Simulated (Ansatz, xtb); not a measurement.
Diatomic HfB, multiplicity 4 (lowest of 2S+1 = 2, 4, 6 at CCSD(T)/def2-TZVPP on PBE0 minima; our sources give no spin for the ground state, which may be another). No spin–orbit coupling. The T1 diagnostic near the minimum is 0.064, so single-reference values are doubtful.

Constants: fifth-degree fit in 1/R to seven points, most abundant isotopes. In def2 and cc sets the state is the lowest found near the PBE0 minimum, followed along R.

Run with Ansatz (a quantum-chemistry and plane-wave program) with Gaussian orbitals; xtb for the GFN methods. Values without a source in brackets are computed. In def2 rows elements past Kr take small-core potentials, without spin–orbit coupling. The GFN methods have no spin term and hold the electronic entropy of 300 K.

| level | r_e (Å) | ω_e (cm⁻¹) | ω_e x_e (cm⁻¹) | B_e (cm⁻¹) | dipole (D) |
|---|---|---|---|---|---|
| GFN1-xTB | 2.142 | 806 | 3.7 | 0.354 | - |
| GFN2-xTB | 2.110 | 683 | 4.0 | 0.365 | - |
| SVWN5/def2-TZVPP | 2.155 | 595 | 3.0 | 0.350 | 2.51 |
| PBE/def2-TZVPP | 2.174 | 578 | 3.1 | 0.344 | 2.67 |
| B97M-V/def2-TZVPP | 2.174 | 581 | 3.1 | 0.344 | 2.38 |
| B3LYP/def2-TZVPP | 2.170 | 584 | 3.1 | 0.345 | 2.63 |
| PBE0/def2-TZVPP | 2.150 | 611 | 3.0 | 0.351 | 2.91 |
| BHLYP/def2-TZVPP | 2.150 | 613 | 3.3 | 0.352 | 2.82 |
| CAM-B3LYP/def2-TZVPP | 2.146 | 617 | 3.1 | 0.353 | 2.89 |
| wB97X-V/def2-TZVPP | 2.144 | 628 | 3.0 | 0.354 | 3.04 |
| wB97M-V/def2-TZVPP | 2.150 | 618 | 3.0 | 0.352 | 2.87 |
| B2PLYP/def2-TZVPP | 2.162 | 596 | 2.8 | 0.347 | - |

Correlated levels freeze the inner cores; with def2 sets outer-core shells near the valence are correlated too.

Doubts at one or more of the structures used: a spin-contaminated determinant (PBE/def2-TZVPP, PBE0/def2-TZVPP).
